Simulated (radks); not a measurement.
Exchange energies: the exact (Fock) value of the Kohn-Sham orbitals and density-functional approximations, as 100 (|E| - |E exact|)/|E exact|, negative where the magnitude is too small. Species: Sb3+ [Kr] 4d10 5s2; As3+ [Ar] 3d10 4s2; Os3+ [Xe] 4f14 5d5; Ba [Xe] 6s2. Calculated with a radial shooting solver on a logarithmic mesh with Libxc functionals: non-relativistic Kohn-Sham, PBE, spin-polarised, spherical densities, point nucleus. Every spin shell is full or empty, so the densities are truly spherical. Functionals are evaluated on that one density, not self-consistently.

functional	Sb3+	As3+	Os3+	Ba
exact (hartree)	-162.943	-80.4798	-316.204	-189.055
LDA	-4.83	-5.63	-3.84	-4.65
PBE	-0.42	-0.27	-0.28	-0.42
PBEsol	-2.25	-2.47	-1.77	-2.18
PW91	0.00	+0.16	+0.11	0.00
AM05	-4.49	-5.13	-3.63	-4.35
B86b	0.00	+0.23	+0.07	-0.01
SCAN	+0.17	+0.33	+0.11	+0.13
r2SCAN	-0.10	+0.07	-0.12	-0.14
MS2	-0.59	-0.28	-0.61	-0.62
TASK	-2.22	-2.45	-1.81	-2.22
